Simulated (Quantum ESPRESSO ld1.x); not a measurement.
Task: The mean radii <r> (bohr) of the occupied orbitals of an atom or ion are listed with their occupations. All-electron calculation, scalar-relativistic Kohn-Sham, BLYP, spin-unpolarised, spherical densities, point nucleus. Program: ld1.x of Quantum ESPRESSO 7.5.

orbital  occ.      <r>
1s          2  0.03111
2s          2   0.1349
2p          6   0.1177
3s          2   0.3686
3p          6   0.3676
3d         10   0.3456
4s          2   0.8999
4p          6   0.9762
4d          7    1.202

Name the element and its charge.

Result: Z = 47, silver, charge +4: Ag4+ in [Kr] 4d7. The 1s radius gives Z: for a bare nucleus <r> = (2 gamma + 1)/(2Z) with gamma = sqrt(1 - (Z/c)^2), 0.03062 bohr for Z = 47, and screening makes it slightly larger (0.03111 here). The occupations add up to 43, and the charge is Z minus that.
